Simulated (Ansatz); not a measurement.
The cluster Ge5Se⁻. Charge -1, multiplicity 2. Geometry r2SCAN-D4/def2-SVP, that of the neutral singlet; atoms count from 1.

```xyz
6

Ge    0.5294   -1.4017   -0.3918
Ge   -1.4247    0.1732    0.6073
Ge    0.0350   -0.4379    2.3308
Ge   -1.4103   -0.1629   -1.8484
Ge    1.5438    0.8686    0.8637
Se    0.7269    0.9608   -1.5616
```

The highest occupied level of the charge -1 doublet lies above zero (up to 0.13 eV). By energy differences its removal costs 1.37 eV (vertical, to the charge 0 singlet, at PBE0-D4/def2-SVP); self-interaction error and the lack of diffuse functions both raise the level. Another isomer (singlet) lies 0.04 eV lower at PBE0-D4/def2-TZVP; other spin states weren't run for this one.

Problem. Estimate the Mulliken populations from the PBE0/def2-SVP orbitals of Ansatz.

Solution. 
| atom | charge (e) | spin (α − β) |
| --- | --- | --- |
| Ge1 | -0.11 | -0.06 |
| Ge2 | -0.18 | 0.37 |
| Ge3 | -0.16 | -0.02 |
| Ge4 | -0.11 | 0.33 |
| Ge5 | -0.10 | 0.23 |
| Se6 | -0.34 | 0.16 |
Mulliken values and Mayer orders depend strongly on the basis.

Problem. Where does the spin sit?

Solution. Summed by element: Ge 0.84, Se 0.16, of 1 unpaired in all. Largest on single atoms: Ge2 0.37, Ge4 0.33, Ge5 0.23.

Problem. And the Mayer bond orders between bonded heavy atoms (over 0.3)?

Solution. Ge1–Ge2 0.58 (2.70 Å); Ge1–Ge4 0.59 (2.72 Å); Ge1–Ge5 0.44 (2.79 Å); Ge1–Se6 0.63 (2.64 Å); Ge2–Ge3 0.99 (2.34 Å); Ge2–Ge4 0.87 (2.48 Å); Ge3–Ge5 0.95 (2.48 Å); Ge4–Se6 0.80 (2.43 Å); Ge5–Se6 0.62 (2.56 Å). Values over 0.3 also appear between atoms too far apart for a bond (Ge1–Ge3 0.47 at 2.93 Å; Ge2–Ge5 0.46 at 3.06 Å); they arise where an orbital or an unpaired electron spreads over both atoms.
